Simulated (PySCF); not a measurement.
Compound: C9H5N.
SMILES: `C#C[C@@H](C#CC)C#CC#N`

The closed-shell SCF was solved with PySCF and density fitting under several settings on one GFN2-xTB geometry (grid level 2 and gas phase unless stated).

```csv
settings,basis functions,SCF cycles,E (Eh),HOMO (eV),LUMO (eV),dipole (D)
"PBE0/STO-3G, IEF-PCM chloroform, level shift 0.1 Eh, start guess atom",55,11,-395.0449,-6.16,1.39,4.44
"PBE0/6-31G, IEF-PCM chloroform, energy threshold 1e-11 Eh",100,13,-399.8978,-7.67,-1.13,5.98
```

Problem. Estimate the row for these settings: wB97X-D/pcSseg-1, fitting basis def2-universal-jkfit.

Solution. 
| settings | basis functions | SCF cycles | E (Eh) | HOMO (eV) | LUMO (eV) | dipole (D) |
| --- | --- | --- | --- | --- | --- | --- |
| wB97X-D/pcSseg-1, fitting basis def2-universal-jkfit | 195 | 11 | -400.2805 | -9.84 | 0.34 | 5.15 |

Problem. Over all rows, what range does the HOMO–LUMO gap span?

Solution. From 6.54 eV (PBE0/6-31G, IEF-PCM chloroform, energy threshold 1e-11 Eh) to 10.18 eV (wB97X-D/pcSseg-1, fitting basis def2-universal-jkfit). The functional of the narrowest has 25 % exact exchange, that of the widest range-separated exact exchange.

Problem. Compare two rows with the functional PBE0: PBE0/6-31G, IEF-PCM chloroform, energy threshold 1e-11 Eh and PBE0/STO-3G, IEF-PCM chloroform, level shift 0.1 Eh, start guess atom. Which energy is lower, and by how much?

Solution. PBE0/6-31G, IEF-PCM chloroform, energy threshold 1e-11 Eh (100 functions) lies 4.8529 Eh or 3045 kcal/mol below PBE0/STO-3G, IEF-PCM chloroform, level shift 0.1 Eh, start guess atom (55 functions).

wB97X-D ran without the empirical dispersion term, which would shift the total energy alone. Geometry: GFN2-xTB; no vibrations or thermal averaging.
